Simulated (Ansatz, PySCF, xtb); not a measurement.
Complex: hydrogen isocyanide (SMILES [C-]#[NH+]) (first 3 atoms) with CH4O (SMILES CO); geometry from B3LYP-D3(BJ)/def2-TZVP, rigid monomers moved along the line of their centres of mass till H3···O5 is 1.58 Å.
(charge 0, multiplicity 1):
```tsv
atom	x (Å)	y (Å)	z (Å)
C	-0.1128	-0.6285	-0.2560
N	-0.1368	-0.1825	0.8177
H	-0.1669	0.1986	1.7661
C	-0.0921	-0.3625	4.2362
O	-0.1924	0.6840	3.2644
H	0.2620	0.0258	5.1934
H	0.6364	-1.0736	3.8528
H	-1.0476	-0.8737	4.3759
H	-0.8420	1.3334	3.5525
```

Interaction energies are E(AB) − E(A) − E(B) at the monomers' geometry in the complex; basis-set methods are counterpoise corrected. Rows marked so take none.

Frozen-core correlation. Rows in STO-3G carry no dispersion term and start afresh at each structure.

The values were computed with Ansatz (Gaussian basis) for Hartree–Fock, density functionals and correlated methods; PySCF for STO-3G rows; xtb for the GFN methods. Each number belongs to the level named beside it.

### Question
Predict the interaction energy from GFN-FF.

### Answer
-105 meV

### Question
Give the interaction energy at the level HF/STO-3G (no counterpoise).

### Answer
-595 meV

### Question
Estimate the interaction energy that MP2/aug-cc-pVDZ returns for this input.

### Answer
-334 meV

Ansatz is a first-principles code.
